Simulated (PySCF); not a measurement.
## Exercise with solution: entropy of an ideal gas

CH2Cl, SMILES [CH2]Cl, multiplicity 2.

The structure is a stationary point at r2SCAN-D4/def2-TZVP. The isomer is the one that the SMILES or the coordinates give; other isomers of the formula were not compared.

r2SCAN-D4/def2-TZVP run with PySCF gives the harmonic wavenumbers 255, 846, 1000, 1411, 3167, 3320 cm⁻¹ and the rotational temperatures 13.2230, 0.7625, 0.7209 K. The molar mass is 49.48 g/mol, the symmetry number 2, the spin multiplicity 2.

Question: Work out the entropy at 298.15 K and 1 atm in the rigid-rotor, harmonic-oscillator model.

Answer: 
Translation (Sackur–Tetrode at 1 atm): S = R[1.5 ln M + 2.5 ln T − 1.16487] = 157.4 J/(mol K).
Rotation: q = (√π/σ) T^1.5/√(θA θB θC) = 1690, S = R[ln q + 3/2] = 74.3 J/(mol K).
Vibration: with u = 1.4388 ν/T, each mode gives R[u/(e^u − 1) − ln(1 − e^−u)]:
```tsv
ν (cm⁻¹)	modes	u	S (J/(mol K))
255	1	1.23	7.10
846	1	4.08	0.72
1000	1	4.83	0.39
1411	1	6.81	0.07
```
The stiffer modes add less than 0.005 each. Sum 8.3 J/(mol K).
Spin: R ln 2 = 5.8 J/(mol K).
Total 245.7 J/(mol K); the program's own thermochemistry gives 245.7. Translation makes up 64 % and vibration 3 %. Anharmonicity, hindered rotation and orbital degeneracy are left out.
